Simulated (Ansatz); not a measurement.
Species: CH3Li (charge +1, doublet). SMILES of the parent species: [Li][CH3]

Atoms: Li1, C2, H3, H4, H5. Bonds: Li1-C2, C2-H3, C2-H4, C2-H5.

Bond lengths (Å) and angles (degrees) optimised at HF/3-21G with Ansatz (a program for electronic structure); HF/6-31G* with Ansatz; PBE/6-31G* with Ansatz, each started from the B3LYP-D3(BJ)/def2-TZVP structure (Ansatz) of the last column. A row stands for all coordinates that are equal there. 6-31G* holds six Cartesian d functions. No wavenumbers were computed at PBE/6-31G*, so these may be saddle points.

| coordinate | HF/3-21G | HF/6-31G* | PBE/6-31G* | B3LYP-D3(BJ)/def2-TZVP |
|---|---|---|---|---|
| Li1-C2 | 2.360 | 2.370 | 2.319 | 2.285 |
| C2-H3 | 1.077 | 1.077 | 1.097 | 1.085 |
| Li1-C2-H3 | 98.0 | 97.7 | 96.8 | 96.8 |
| H3-C2-H4 | 118.1 | 118.2 | 118.6 | 118.6 |

Mean signed difference of all 4 bond lengths from B3LYP-D3(BJ)/def2-TZVP: HF/3-21G 0.013 Å, HF/6-31G* 0.016 Å, PBE/6-31G* 0.018 Å.
